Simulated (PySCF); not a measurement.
Highest orbital energy against ionisation energy along the 4p block

Calculated with PySCF 2.14, no spin-orbit coupling. Each cell gives −ε(HOMO) / ΔSCF in eV; NIST values include spin-orbit coupling, (s) semi-empirical, (t) theoretical.

| species | UHF | LDA | PBE | PBE0 | r2SCAN | NIST (lowest levels) |
| --- | --- | --- | --- | --- | --- | --- |
| Ga⁺ (aug-cc-pVDZ-PP with ECP10MDF, ECP) | 19.031 / 18.762 | 16.600 / 21.100 | 16.247 / 20.695 | 17.152 / 20.384 | 16.585 / 20.496 | 20.515 |
| Ge⁺ (aug-cc-pVDZ-PP with ECP10MDF, ECP) | 15.533 / 15.220 | 11.630 / 15.796 | 11.640 / 15.692 | 12.761 / 15.736 | 12.031 / 15.909 | 15.935 |
| As⁺ (aug-cc-pVDZ-PP with ECP10MDF, ECP) | 18.424 / 17.969 | 13.981 / 18.573 | 13.967 / 18.438 | 15.247 / 18.504 | 14.416 / 18.679 | 18.589 |
| Se⁺ (aug-cc-pVDZ-PP with ECP10MDF, ECP) | 21.414 / 20.832 | 16.387 / 21.391 | 16.358 / 21.242 | 17.806 / 21.345 | 16.890 / 21.541 | 21.196 ± 0.01 |
| Br⁺ (aug-cc-pVDZ-PP with ECP10MDF, ECP) | 20.939 / 20.157 | 16.477 / 21.525 | 16.372 / 21.259 | 17.776 / 21.278 | 16.754 / 21.348 | 21.591 |
| Kr⁺ (aug-cc-pVDZ-PP with ECP10MDF, ECP) | 24.153 / 23.246 | 19.083 / 24.553 | 18.962 / 24.265 | 20.530 / 24.315 | 19.401 / 24.410 | 24.360 |

Question: How far is −ε(HOMO) from ΔSCF on average for each method, and why?

Answer: UHF 0.55 eV; LDA -4.80 eV; PBE -4.67 eV; PBE0 -3.38 eV; r2SCAN -4.38 eV. Hartree-Fock orbital energies lack relaxation and so exceed the ΔSCF value; semilocal functionals have convex E(N) from self-interaction, so their HOMO lies far too high; exact exchange moves hybrids part of the way back.
